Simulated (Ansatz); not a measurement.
A run for Ansatz (a first-principles code): R-B2PLYP/def2-TZVPP on C2H4O (SMILES C[C]O).

Ansatz 0.2 input:
```yaml
crystal:
  periodic: [false, false, false]
  atoms:
    - {symbol: C, position_ang: [0.57150208, -0.11434886, 0.33645410]}
    - {symbol: C, position_ang: [-0.45596863, 0.94515822, 0.14383891]}
    - {symbol: O, position_ang: [-1.39837327, 0.58531053, -0.67566539]}
    - {symbol: H, position_ang: [0.39292889, -1.04487569, -0.23427321]}
    - {symbol: H, position_ang: [1.54691508, 0.30121705, 0.06732153]}
    - {symbol: H, position_ang: [0.63207885, -0.34319593, 1.40438405]}
    - {symbol: H, position_ang: [-1.28898301, -0.32926531, -1.04205998]}
basis:
  gaussian:
    orbitals: def2-TZVPP
hamiltonian:
  xc: {name: B2PLYP}
magnetization: {spin_polarized: false}
correlation: {electrons: outside_noble_gas}
scf: {lower_state_search: off}
```

Output:

```
WARN ansatz: RAYON_NUM_THREADS=4 ignored (pool sized by the plan → 4); use --threads N
Functional definition: B2PLYP
these checks for a lower state are left out or cut short: stability, starts, cluster_reference, orbital_swaps, neighbouring_geometries, increment
integrals: 0.14 GiB planned
900 factors; integrals over basis functions are off by at most 9.2e-4 eV
mean field: 0.56 GiB planned
mean field evaluation 1: about -4173.2807 eV, gradient 4.2e1 eV
mean field evaluation 2: about -4173.2821 eV, gradient 4.2e1 eV
mean field evaluation 4: about -4176.9273 eV, gradient 4.8e0 eV
mean field evaluation 8: about -4176.9700 eV, gradient 2.2e-1 eV
mean field evaluation 16: about -4176.9702 eV, gradient 3.4e-5 eV
mean field -4176.97020125 eV, -153.5008236437 hartree, gradient 6.6e-6 eV, S^2 0.000000; 0 other end points of the search recorded, 0 dependent functions left out
3 core orbitals not correlated
reference -4176.97033662 eV, -153.5008286186 hartree; 9, 9 occupied and 137, 137 virtual orbitals, 900 factors
second order -18.44466985 eV of doubles, -0.00000000 eV of singles
Total energy: -4181.95039748 eV, -153.6838424796 hartree
Checks for a lower state left out: stability, starts, cluster_reference, orbital_swaps, neighbouring_geometries, increment
```

The calculation finished and met its thresholds.

Cost: around 5 core-seconds (rough).
